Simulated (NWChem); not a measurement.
**Correlation energy of silicon dioxide molecule (O2Si)**

```xyz
3

O      0.0000     0.0000    -1.5184
Si     0.0000     0.0000     0.0000
O      0.0000     0.0000     1.5184
```
Charge 0, spin multiplicity 1.

Everything below was run with NWChem. The geometry was optimised at PBE0/def2-SVP, a minimum by its harmonic frequencies.

Basis set: def2-SVP. Each correlation energy counts from its own Hartree-Fock reference.

The correlated methods keep 7 core orbitals frozen. Coupled-cluster values serve here as a point of comparison, not as the truth.

```
method        correlation energy (mHa)
------------  ------------------------
MP2                             -470.6
SCS-MP2                              ?
CCSD                            -465.0
CCSD+T(CCSD)                    -487.0
CCSD(T)                         -483.2
CR-CCSD[T]                           ?
CR-CCSD(T)                           ?
```

Problem. Fill in the missing entries.

Solution. 
- SCS-MP2, correlation energy (mHa): -451.8
- CR-CCSD[T], correlation energy (mHa): -481.9
- CR-CCSD(T), correlation energy (mHa): -479.1
